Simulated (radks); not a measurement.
Cs33+, 22 electrons, occupied as [Ar] 3d4.

Calculated with a radial shooting solver on a logarithmic mesh with Libxc functionals: Dirac Kohn-Sham, LB94 model potential, spin-unpolarised, spherical densities, finite nucleus; open shells fill j = l - 1/2 first; Fermi nuclear charge, rms radius 4.8041 fm.

Energy parts (eV):
kinetic: 205251.83
electron-nucleus: -429320.45
Hartree: 36619.35
(The LB94 potential has no energy functional, so no total or exchange-correlation energy is given.)

Orbitals (lengths in bohr, moments of r in powers of bohr; <r^-3> diverges for s and p1/2):
| orbital | occ. | eigenvalue (eV) | <r^2> | <r^-3> | <r^4> |
|---|---|---|---|---|---|
| 1s1/2 | 2 | -37513.56 | 0.0009221 | - | 2.230e-06 |
| 2s1/2 | 2 | -7204.450 | 0.01451 | - | 0.0003606 |
| 2p1/2 | 2 | -6887.207 | 0.01067 | - | 0.0002276 |
| 2p3/2 | 4 | -6527.797 | 0.01190 | 6033 | 0.0002760 |
| 3s1/2 | 2 | -2531.344 | 0.09079 | - | 0.01219 |
| 3p1/2 | 2 | -2405.826 | 0.08413 | - | 0.01092 |
| 3p3/2 | 4 | -2326.105 | 0.09015 | 1373 | 0.01245 |
| 3d3/2 | 4 | -2124.121 | 0.06995 | 233.0 | 0.008365 |
| 3d5/2 | 0 | -2105.782 | 0.07156 | 214.3 | 0.008710 |

The highest occupied level is 3d3/2 at -2124.1 eV. For comparison, the ionisation energy in NIST's Atomic Spectra Database is 2137 eV (theoretical). In exact Kohn-Sham theory the highest level is minus the ionisation energy, but local and semilocal functionals leave it too shallow, through self-interaction and a potential that decays too fast; potentials with the right tail come closer. The electron density at the nucleus is 2.959e+05 e/bohr^3. The density falls to 0.001 e/bohr^3 at r = 0.85 bohr.

Beside tabulated values, note that spin-unpolarised runs miss the spin-polarisation part of the exchange energy of open shells.
